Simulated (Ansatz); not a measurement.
(NaI)2 ring (Na2I2), relaxed as a singlet with RKS PBE0-D4/def2-SVP in Ansatz, starting from the GFN2-xTB geometry. Force threshold 0.02 eV/Å.

In the def2 sets I takes a core potential; there is no spin–orbit coupling.

Start:

```xyz
4

Na    0.4820   -1.3107   -1.3907
I     0.8837    1.6668   -1.2609
Na   -0.4815    1.3086    1.3897
I    -0.8842   -1.6647    1.2620
```

Q: Estimate the energy that the relaxation releases and the steps that it takes.

A: 2.3 kcal/mol, in 4 steps; 8.5 s on 4 threads of Arm Neoverse V1 on a shared host. No frequencies were taken in this run, so the end may be a saddle point.

Q: Does the start keep its bonding and symmetry?

A: By distances, no bond broke or formed. The bond that changes most is Na1–I2, from 3.01 to 2.92 Å (atoms count from 1). Point group D2h at the start, D2h at the end, both within 0.05 Å.

Q: Predict the relaxed structure.

A: 
Cartesian coordinates in Å:
```
Na 0.4228 -1.1484 -1.2196
I 0.9174 1.7285 -1.3094
Na -0.4227 1.1483 1.2196
I -0.9175 -1.7285 1.3095
```
Bond lengths (bridged metal pairs left out): 4 × I–Na 2.92 Å.
